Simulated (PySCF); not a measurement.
Compound: C6H9N.
Atom-mapped SMILES: `[CH2:1]=[C:2]1[CH:3]=[CH:4][CH2:5][N:6]1[CH3:7]` (hydrogens: H8, H9 on C1; H10 on C3; H11 on C4; H12, H13 on C5; H14, H15, H16 on C7)

Computed by this run: PBE0-D3(BJ)/def2-SVP geometry optimisation, gas phase in PySCF; density fitting, grid level 1; the optimiser is geomeTRIC in internal coordinates, started from a GFN2-xTB structure.

Step 0: E = -7842.9860 eV
```
atom  x, y, z in Å  |  force x, y, z in eV/Å
C1      1.7204   -1.2371    0.2093    0.242  -0.039   0.068
C2      0.4649   -0.7797    0.1411   -0.281   0.202  -0.286
C3     -0.7278   -1.4736    0.6140    0.198   0.094  -0.040
C4     -1.7913   -0.6860    0.4788    0.021   0.539  -0.212
C5     -1.3755    0.6236   -0.1115    0.274  -0.330  -0.094
N6      0.0244    0.4149   -0.4039   -0.149   0.207   0.204
C7      0.8740    1.5456   -0.6332   -0.312  -0.490   0.118
H8      2.5674   -0.6748   -0.1370    0.464   0.379  -0.217
H9      1.9173   -2.2113    0.6155    0.047  -0.559   0.263
H10    -0.6990   -2.4676    1.0202   -0.007  -0.558   0.222
H11    -2.8115   -0.8996    0.7396   -0.556  -0.209   0.180
H12    -1.5303    1.4514    0.6003   -0.093   0.232   0.169
H13    -1.9336    0.8670   -1.0263   -0.238   0.141  -0.190
H14     1.1354    2.0723    0.2960    0.124   0.170   0.238
H15     0.3645    2.2445   -1.2976   -0.073   0.248  -0.223
H16     1.7931    1.2193   -1.1166    0.340  -0.026  -0.203
```

Q: Estimate the geometry and energy of step 1. (The exact step hangs on the optimiser's Hessian estimate; all steps are aligned on step 0, rigid shifts and turns removed.)

A: E = -7843.0399 eV, largest force 0.148 eV/Å
```
atom  x, y, z in Å  |  force x, y, z in eV/Å
C1      1.7374   -1.2170    0.2442    0.078  -0.024  -0.058
C2      0.4651   -0.7744    0.1448   -0.008   0.020   0.081
C3     -0.7355   -1.4869    0.5899   -0.022  -0.091   0.020
C4     -1.8064   -0.6922    0.4615   -0.101  -0.052   0.040
C5     -1.3856    0.6326   -0.0876   -0.080   0.112   0.012
N6      0.0171    0.4387   -0.3475    0.055  -0.053  -0.071
C7      0.8813    1.5290   -0.6577    0.056   0.128   0.049
H8      2.5943   -0.6228   -0.0774   -0.020   0.002   0.032
H9      1.9281   -2.2151    0.6398   -0.011   0.023  -0.019
H10    -0.7161   -2.5079    0.9747    0.003   0.048  -0.015
H11    -2.8385   -0.9385    0.7200    0.051   0.025  -0.021
H12    -1.5674    1.4482    0.6503   -0.001  -0.049  -0.038
H13    -1.9486    0.9150   -1.0018    0.037  -0.014   0.019
H14     1.2328    2.0710    0.2463    0.015  -0.014  -0.054
H15     0.3634    2.2520   -1.3077   -0.006  -0.035   0.022
H16     1.7711    1.1772   -1.2033   -0.046  -0.027   0.003
```

The energy changes by -0.0539 eV. The first-order estimate −F·Δx gives -0.1089 eV and the mean of the old and new forces, exact on a quadratic surface, -0.0522 eV. The step makes an angle of 75° with the force vector and moves no atom by more than 0.109 Å.

The cost below is that of the whole optimisation. The run took 2.1 min of wall time on one thread, Intel Xeon Platinum 8259CL at 2.50 GHz (x86_64), shared host with 48 logical CPUs at a one-minute load of 49, and the process peaked at 0.65 GiB of memory.
